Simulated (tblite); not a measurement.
C5H4F4O2.
Atom-mapped SMILES: `[F:1]/[CH:2]=[CH:3]/[O:4]/[CH:5]=[C:6](/[F:7])[O:8][CH:9]([F:10])[F:11]` (hydrogens: H12 on C2; H13 on C3; H14 on C5; H15 on C9)

Computed with GFN2-xTB (tblite), gas phase: L-BFGS steps from a force-field or distance-geometry start until the largest atomic force falls under 0.01 eV/Å.

Step 19: E = -1081.7329 eV
```
atom  x, y, z in Å  |  force x, y, z in eV/Å
F1      4.6773   -0.0854    0.3688   -0.019  -0.003  -0.009
C2      3.3998   -0.4673    0.5145   -0.009  -0.002   0.004
C3      2.4205    0.2766    0.0171   -0.004  -0.006   0.011
O4      1.1212   -0.0926    0.1617    0.002  -0.002   0.011
C5      0.1845    0.7095   -0.3975    0.011   0.006  -0.006
C6     -1.1180    0.4457   -0.3300    0.020   0.011  -0.014
F7     -1.9897    1.2786   -0.9266   -0.026  -0.003  -0.011
O8     -1.6768   -0.6312    0.2893    0.016  -0.008   0.015
C9     -3.0347   -0.6729    0.4154    0.014  -0.023   0.022
F10    -3.3412   -1.8693    0.9183   -0.006  -0.030  -0.013
F11    -3.4768    0.2441    1.3030    0.011   0.012   0.009
H12     3.2823   -1.3935    1.0523    0.009   0.007   0.005
H13     2.6280    1.1975   -0.5160    0.006  -0.008   0.010
H14     0.5096    1.5966   -0.9250   -0.017   0.006  -0.023
H15    -3.5905   -0.5283   -0.5285   -0.007   0.043  -0.014
```

Step 20: E = -1081.7332 eV
```
atom  x, y, z in Å  |  force x, y, z in eV/Å
F1      4.6771   -0.0852    0.3677   -0.022  -0.008  -0.004
C2      3.3999   -0.4681    0.5154   -0.015   0.006  -0.001
C3      2.4205    0.2762    0.0184   -0.005  -0.009   0.011
O4      1.1207   -0.0910    0.1628   -0.001  -0.009   0.015
C5      0.1849    0.7107   -0.3988    0.009  -0.003  -0.001
C6     -1.1176    0.4461   -0.3310    0.020   0.016  -0.015
F7     -1.9890    1.2777   -0.9293   -0.037   0.007  -0.017
O8     -1.6774   -0.6294    0.2896    0.024  -0.023   0.013
C9     -3.0356   -0.6731    0.4158    0.036  -0.020   0.029
F10    -3.3403   -1.8713    0.9165   -0.005  -0.018  -0.025
F11    -3.4764    0.2410    1.3063    0.000   0.021   0.019
H12     3.2834   -1.3944    1.0538    0.010   0.019  -0.001
H13     2.6268    1.1969   -0.5153    0.018  -0.007   0.010
H14     0.5107    1.5969   -0.9280   -0.023  -0.006  -0.015
H15    -3.5920   -0.5251   -0.5270   -0.008   0.034  -0.016
```

**Question.** Estimate the geometry and energy of step 21. (The exact step hangs on the optimiser's Hessian estimate; all steps are aligned on step 20, rigid shifts and turns removed.)

**Answer.** E = -1081.7335 eV, largest force 0.055 eV/Å
```
atom  x, y, z in Å  |  force x, y, z in eV/Å
F1      4.6765   -0.0853    0.3663   -0.020  -0.010  -0.001
C2      3.3998   -0.4690    0.5166   -0.018   0.012  -0.006
C3      2.4202    0.2757    0.0201   -0.009  -0.007   0.009
O4      1.1200   -0.0890    0.1644   -0.008  -0.011   0.016
C5      0.1854    0.7122   -0.4004    0.000  -0.012   0.004
C6     -1.1171    0.4469   -0.3326    0.007   0.013  -0.013
F7     -1.9889    1.2766   -0.9330   -0.036   0.009  -0.019
O8     -1.6775   -0.6276    0.2902    0.028  -0.029   0.006
C9     -3.0361   -0.6737    0.4167    0.049  -0.004   0.024
F10    -3.3396   -1.8741    0.9136    0.000   0.002  -0.038
F11    -3.4758    0.2373    1.3109   -0.008   0.019   0.023
H12     3.2852   -1.3952    1.0558    0.006   0.025  -0.005
H13     2.6256    1.1961   -0.5143    0.031  -0.005   0.009
H14     0.5115    1.5973   -0.9322   -0.026  -0.020  -0.005
H15    -3.5937   -0.5204   -0.5252    0.002   0.020  -0.003
```

The energy changes by -0.0003 eV. The first-order estimate −F·Δx gives -0.0004 eV and the mean of the old and new forces, exact on a quadratic surface, -0.0003 eV. The step makes an angle of 72° with the force vector and moves no atom by more than 0.006 Å.

What follows is the cost of the whole relaxation. The run took 0.59 s wall on Arm Neoverse V2, one thread, shared host with 96 logical CPUs at a one-minute load of 59.
